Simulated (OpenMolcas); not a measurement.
# Cd: effect of the active space

```yaml
Program: OpenMolcas
Method: CASSCF or its RAS form
Basis: ANO-RCC-VTZP
Scalar_Hamiltonian: DKH2, point nucleus
Spin-orbit_coupling: RASSI with atomic mean-field integrals over the reference wave functions, term energies averaged over their components
```

A. 2 electrons in 4 orbitals (5s 5p); 2S+1 = 3 even, 3 roots; 2S+1 = 1 even, 1 root; 2S+1 = 3 odd, 3 roots; 2S+1 = 1 odd, 3 roots; cost of the order of 12 core-seconds
B. 2 electrons in 8 orbitals (5s 5p 6s 6p); 2S+1 = 3 even, 3 roots; 2S+1 = 1 even, 1 root; 2S+1 = 3 odd, 3 roots; 2S+1 = 1 odd, 3 roots; cost of the order of 18 core-seconds
C. 2 electrons in 9 orbitals (RAS2 5s 5p; RAS3 5d, at most 2 electrons); 2S+1 = 3 even, 3 roots; 2S+1 = 1 even, 6 roots; 2S+1 = 3 odd, 3 roots; 2S+1 = 1 odd, 3 roots; cost of the order of 20 core-seconds

Energies in cm⁻¹ above 5s² ¹S₀, the measured ground level; measured values from NIST Handbook of Basic Atomic Spectroscopic Data.

| Level | A | B | C | Measured |
| --- | --- | --- | --- | --- |
| 5s² ¹S₀ | 0.0 | 0.0 | 0.0 | 0.0 |
| 5s 5p ³P°₀ | 26092 | 26199 | 24046 | 30114 |
| 5s 5p ³P°₁ | 26553 | 26659 | 24510 | 30656 |
| 5s 5p ³P°₂ | 27510 | 27615 | 25483 | 31827 |
| 5s 5p ¹P°₁ | 46221 | 46398 | 42754 | 43692 |

Deviations, from unrounded energies. A percentage is the sum of absolute deviations over the sum of measured energies, with the sign that they share, or ± where signs differ.

| Against measurement | Levels | A | B | C |
| --- | --- | --- | --- | --- |
| mean absolute deviation (cm-1) | 4 | 3700 | 3700 | 4900 |
| other configurations (%) | 4 | ±11.0 | ±10.9 | -14.3 |

A, B lie about equally close to measurement and C furthest from it. The largest miss of B in the table is 5s 5p ³P°₂, by -4200 cm-1. The ranking rests on the paired levels alone, and a cruder setting can come out closer through cancelling errors.

Among A to C the level of the table that moves most is 5s 5p ¹P°₁, by 3600 cm-1 (lowest in C, highest in B).

Without dynamic correlation excited terms often stand tens of per cent too high (terms of higher spin than the ground term too low), and those without a measured partner can miss by more than the paired ones. Active for correlation alone: 6p 6s; no level in the range computed is led by a configuration that fills them, so any true level of that kind is missing (holds for B). Active for correlation alone: 5d; no level in the range computed is led by a configuration that fills it, so any true level of that kind is missing (holds for C). Computed and measured levels are paired by configuration, term and J; levels that our copy of the source lacks, or whose pairing is in doubt (as where it misses far off the trend of its configuration), stay unpaired and out of the deviations. Only configurations of the active space appear. Levels that lie high or do not pair safely by name in every column are left out.

° marks odd parity.
